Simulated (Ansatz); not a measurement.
Consider the substitution at a C–Sn bond: `B[CH2][SnH3]` + `C=C=N` → `BCN=C=C` + `[SnH4]`.

Gas-phase electronic energies from Ansatz, PBE0-D4/def2-TZVP geometries. CCSD(T)/CBS adds triple-zeta CCSD(T) − MP2 to the extrapolated MP2 energy (def2 sets, frozen cores). This one scheme is used for every species. DFT in def2-TZVPP. B3LYP here is the variant with VWN-RPA as its local correlation; programs differ in this. Elements past krypton have def2 core potentials. For Sn outer-core shells are correlated without core-valence functions, which leaves a few kJ/mol of doubt a bond. Each species was taken in one conformer, which may not be the lowest.

Question: Is it downhill or uphill in electronic energy at CCSD(T)/CBS, and by how much? (An estimate is asked.)

Answer: Computed: Uphill: ΔE = +0.90 eV.

Question: What do these levels give: B3LYP-D4, r2SCAN0-D4, CAM-B3LYP-D4, ωB97X-V, B2PLYP, PBE-QIDH, PBE, BLYP, r2SCAN, PBE0, CCSD(T)/def2-SVP, CCSD/CBS(def2)? (Best estimate.)

Answer: The calculation gave: B3LYP-D4 0.74, r2SCAN0-D4 0.80, CAM-B3LYP-D4 0.69, ωB97X-V 0.73, B2PLYP 0.77, PBE-QIDH 0.82, PBE 0.79, BLYP 0.72, r2SCAN 0.82, PBE0 0.78, CCSD(T)/def2-SVP 0.63, CCSD/CBS(def2) 0.87 eV.

Largest T1 diagnostic among the species: 0.015.

Leaving LDA and LC-ωPBE aside and taking each functional with its dispersion term where it has one, the values spread over 0.13 eV, from CAM-B3LYP-D4 to PBE-QIDH. LDA lies −0.05 eV from PBE without D4. In def2-TZVPP, CCSD(T) changes the Hartree–Fock value by +0.25 eV (the triples alone add +0.03 eV) and MP2 by +0.31 eV. At CCSD(T), def2-SVP lies −0.27 eV from the extrapolated value and def2-TZVPP −0.07 eV.
